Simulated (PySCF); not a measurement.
PySCF input file for Se(SH)(GeH3) (GeH4SSe), SMILES [Se](S)[GeH3], TDA-ωB97X/def2-SVPD. Coordinates come from a PBE-D3(BJ)/def2-SVP optimisation. This is a generated structure with no PubChem entry under its InChIKey; it may be hypothetical. The values are those of a single conformer.

```python
import numpy as np
from pyscf import gto, scf, dft, tdscf

mol = gto.M(
    atom='''
    Se   -0.49818261    0.15751959    0.90106982
    S    -1.76390235    0.93339017   -0.78550558
    H    -1.23308683    2.19263977   -0.82873795
    Ge    1.29341053   -0.62843866   -0.46962431
    H     2.33173301   -1.27410769    0.48879861
    H     0.75025629   -1.67056668   -1.47795581
    H     1.92260665    0.57216285   -1.22241163
    ''',
    basis='def2-SVPD',
    charge=0,
    spin=0,
    max_memory=1600,
    verbose=4,
)
mf = dft.RKS(mol, xc='wb97x').density_fit(auxbasis='def2-universal-jkfit')
mf.grids.level = 3
mf.conv_tol = 1e-9
mf.max_cycle = 100
mf.kernel()
mf.grids = dft.Grids(mol).set(level=1).build(with_non0tab=True)  # coarser grid for the response kernel
td = tdscf.TDA(mf)
td.singlet = True
td.nstates = 10
td.conv_tol = 1e-4
td.positive_eig_threshold = 1e-6
td.kernel(x0=td.get_init_guess(mf, 15))
td.analyze()
tt = tdscf.TDA(mf)
tt.singlet = False
tt.nstates = 4
tt.conv_tol = 1e-4
tt.positive_eig_threshold = 1e-6
tt.kernel(x0=tt.get_init_guess(mf, 9))
tt.analyze(verbose=3)
```

Log of the run:

```
PySCF version 2.14.0

[INPUT] verbose = 4
[INPUT] num. atoms = 7
[INPUT] num. electrons = 86
[INPUT] charge = 0
[INPUT] spin (= nelec alpha-beta = 2S) = 0
[INPUT] symmetry False subgroup None
[INPUT] Mole.unit = angstrom
[INPUT] Symbol           X                Y                Z      unit          X                Y                Z       unit  Magmom
[INPUT]  1 Se    -0.498182610000   0.157519590000   0.901069820000 AA   -0.941428692921   0.297668884354   1.702775178911 Bohr   0.0
[INPUT]  2 S     -1.763902350000   0.933390170000  -0.785505580000 AA   -3.333292351977   1.763851788661  -1.484390415518 Bohr   0.0
[INPUT]  3 H     -1.233086830000   2.192639770000  -0.828737950000 AA   -2.330196396508   4.143488655129  -1.566087754533 Bohr   0.0
[INPUT]  4 Ge     1.293410530000  -0.628438660000  -0.469624310000 AA    2.444191668329  -1.187576953489  -0.887461327338 Bohr   0.0
[INPUT]  5 H      2.331733010000  -1.274107690000   0.488798610000 AA    4.406336784508  -2.407714587302   0.923695502968 Bohr   0.0
[INPUT]  6 H      0.750256290000  -1.670566680000  -1.477955810000 AA    1.417778911332  -3.156913498024  -2.792931705110 Bohr   0.0
[INPUT]  7 H      1.922606650000   0.572162850000  -1.222411630000 AA    3.633200013768   1.081231085151  -2.310023192183 Bohr   0.0

nuclear repulsion = 521.642443432072
number of shells = 56
number of NR pGTOs = 248
number of NR cGTOs = 138
basis = def2-SVPD
ecp = {}


[settings echo left out]
init E= -4876.93996218342
  HOMO = -0.284286018368954  LUMO = -0.0886615767805337  gap/eV = 5.32321
cycle= 1 E= -4878.5337298381  delta_E= -1.59  |g|= 0.439  |ddm|= 2.81
  HOMO = -0.34509463554629  LUMO = 0.00312216044402946  gap/eV = 9.47546
cycle= 2 E= -4878.55573784216  delta_E= -0.022  |g|= 0.38  |ddm|= 0.695
  HOMO = -0.342226346760961  LUMO = 0.00620901532665208  gap/eV = 9.48141
cycle= 3 E= -4878.57226252563  delta_E= -0.0165  |g|= 0.0352  |ddm|= 0.299
  HOMO = -0.342266324097292  LUMO = 0.0078062004905104  gap/eV = 9.52596
cycle= 4 E= -4878.57259482017  delta_E= -0.000332  |g|= 0.0103  |ddm|= 0.0709
  HOMO = -0.342806525257173  LUMO = 0.00814699925121776  gap/eV = 9.54993
cycle= 5 E= -4878.57264653249  delta_E= -5.17e-05  |g|= 0.00262  |ddm|= 0.0299
  HOMO = -0.342505148414655  LUMO = 0.00836738302945417  gap/eV = 9.54773
cycle= 6 E= -4878.57264936615  delta_E= -2.83e-06  |g|= 0.000988  |ddm|= 0.0063
  HOMO = -0.342639802833006  LUMO = 0.00832199609296369  gap/eV = 9.55016
cycle= 7 E= -4878.57264970047  delta_E= -3.34e-07  |g|= 0.000299  |ddm|= 0.00183
  HOMO = -0.342635130267534  LUMO = 0.00831435994360596  gap/eV = 9.54982
cycle= 8 E= -4878.57264974941  delta_E= -4.89e-08  |g|= 7.43e-05  |ddm|= 0.000697
  HOMO = -0.342640106469021  LUMO = 0.00831628948749241  gap/eV = 9.55001
cycle= 9 E= -4878.57264975543  delta_E= -6.02e-09  |g|= 2.02e-05  |ddm|= 0.000291
  HOMO = -0.342640121725557  LUMO = 0.0083145269832241  gap/eV = 9.54996
cycle= 10 E= -4878.57264975593  delta_E= -5.07e-10  |g|= 9.44e-06  |ddm|= 8.21e-05
  HOMO = -0.342641449876496  LUMO = 0.00831467843483225  gap/eV = 9.55000
Extra cycle  E= -4878.57264975601  delta_E= -7.82e-11  |g|= 6.11e-06  |ddm|= 3.11e-05
converged SCF energy = -4878.57264975601
tot grids = 30952
Overwritten attributes  positive_eig_threshold  of <class 'pyscf.tdscf.rks.TDA'>


******** <class 'pyscf.tdscf.rks.TDA'> for <class 'pyscf.df.df_jk.DFRKS'> ********
nstates = 10 singlet
deg_eia_thresh = 1.000e-03
wfnsym = None
conv_tol = 0.0001
eigh lindep = 1e-12
eigh level_shift = 0
eigh max_cycle = 100


Excitation energies (eV)
[3.94669568 4.20885075 5.36009196 6.03003515 6.47378557 6.5322195
 6.65935835 7.37847927 7.47609216 7.64185102]

** Singlet excitation energies and oscillator strengths **
Excited State   1:      3.94670 eV    314.15 nm  f=0.0024
      43 -> 44        0.68091
Excited State   2:      4.20885 eV    294.58 nm  f=0.0042
      42 -> 44        0.68092
      42 -> 47        0.12855
Excited State   3:      5.36009 eV    231.31 nm  f=0.0133
      43 -> 45       -0.66032
      43 -> 46        0.10360
      43 -> 56        0.12985
Excited State   4:      6.03004 eV    205.61 nm  f=0.0101
      42 -> 45       -0.39695
      42 -> 46        0.45695
      42 -> 47       -0.18879
      42 -> 53       -0.16005
      43 -> 46       -0.10163
Excited State   5:      6.47379 eV    191.52 nm  f=0.0809
      40 -> 44        0.13178
      41 -> 44       -0.26882
      42 -> 45       -0.47186
      42 -> 46       -0.15206
      42 -> 47        0.17394
      42 -> 52       -0.11313
      43 -> 46        0.22637
Excited State   6:      6.53222 eV    189.80 nm  f=0.0194
      42 -> 45       -0.17155
      42 -> 46       -0.20917
      42 -> 47        0.10903
      43 -> 46       -0.57619
      43 -> 47        0.11546
Excited State   7:      6.65936 eV    186.18 nm  f=0.0598
      40 -> 44        0.35114
      41 -> 44       -0.46784
      42 -> 45        0.15890
      42 -> 46        0.19643
      43 -> 46       -0.16986
Excited State   8:      7.37848 eV    168.03 nm  f=0.0061
      40 -> 44        0.18762
      41 -> 45       -0.10969
      43 -> 46        0.15374
      43 -> 47        0.53445
      43 -> 48       -0.22283
      43 -> 49        0.10591
      43 -> 50        0.12725
Excited State   9:      7.47609 eV    165.84 nm  f=0.2015
      37 -> 44       -0.10201
      38 -> 44        0.11325
      40 -> 44       -0.39990
      41 -> 44       -0.29825
      42 -> 46       -0.15695
      42 -> 47       -0.16675
      42 -> 50       -0.15371
      42 -> 51       -0.16059
      43 -> 47        0.18269
Excited State  10:      7.64185 eV    162.24 nm  f=0.0036
      43 -> 47       -0.18409
      43 -> 48       -0.47772
      43 -> 49       -0.12995
      43 -> 50       -0.10914
      43 -> 51       -0.25606
      43 -> 52       -0.10821
      43 -> 53        0.23904

** Transition electric dipole moments (AU) **
state          X           Y           Z        Dip. S.      Osc.
  1         0.1123      0.0009      0.1095      0.0246      0.0024
  2         0.0781     -0.0181     -0.1854      0.0408      0.0042
  3        -0.1679     -0.2612     -0.0702      0.1013      0.0133
  4        -0.2267      0.1292      0.0153      0.0683      0.0101
  5        -0.5622      0.1684      0.4072      0.5102      0.0809
  6        -0.1453      0.2110      0.2363      0.1215      0.0194
  7         0.5455     -0.2371      0.1142      0.3668      0.0598
  8        -0.1038     -0.1523      0.0023      0.0340      0.0061
  9         0.7316     -0.4096      0.6302      1.1001      0.2015
 10         0.0491      0.0482      0.1212      0.0194      0.0036

** Transition velocity dipole moments (imaginary part, AU) **
state          X           Y           Z        Dip. S.      Osc.
  1         0.0336      0.0665      0.0088      0.0056      0.0259
  2         0.0596     -0.0187     -0.0659      0.0083      0.0356
  3        -0.0488     -0.0911     -0.0140      0.0109      0.0368
  4        -0.0019      0.0027     -0.0264      0.0007      0.0021
  5        -0.1187      0.0504      0.0867      0.0241      0.0676
  6        -0.0588      0.0158      0.0478      0.0060      0.0167
  7         0.0921     -0.0481      0.0014      0.0108      0.0294
  8        -0.0232     -0.0224      0.0223      0.0015      0.0038
  9         0.1418     -0.0613      0.0759      0.0296      0.0719
 10         0.0123      0.0215      0.0299      0.0015      0.0036

** Transition magnetic dipole moments (imaginary part, AU) **
state          X           Y           Z
  1        -0.1861      0.0175      0.4690
  2        -0.0274      0.0879      0.0017
  3        -0.2318      0.0797      0.0744
  4         0.7805      0.9839      0.2494
  5        -0.2174      0.5896     -0.0318
  6         0.8836     -0.3558     -0.1146
  7        -0.0357     -0.8214     -0.0326
  8        -0.2582     -0.2705     -0.6696
  9        -0.2574     -1.2569     -0.4210
 10        -0.6254     -0.0580     -0.3633


******** <class 'pyscf.tdscf.rks.TDA'> for <class 'pyscf.df.df_jk.DFRKS'> ********
nstates = 4 triplet
deg_eia_thresh = 1.000e-03
wfnsym = None
conv_tol = 0.0001
eigh lindep = 1e-12
eigh level_shift = 0
eigh max_cycle = 100


Excitation energies (eV)
[3.28240911 3.56706401 4.88687751 5.42132034]

** Triplet excitation energies and oscillator strengths **
Excited State   1:      3.28241 eV    377.72 nm  f=0.0000
Excited State   2:      3.56706 eV    347.58 nm  f=0.0000
Excited State   3:      4.88688 eV    253.71 nm  f=0.0000
Excited State   4:      5.42132 eV    228.70 nm  f=0.0000
```

Self-consistency was reached.
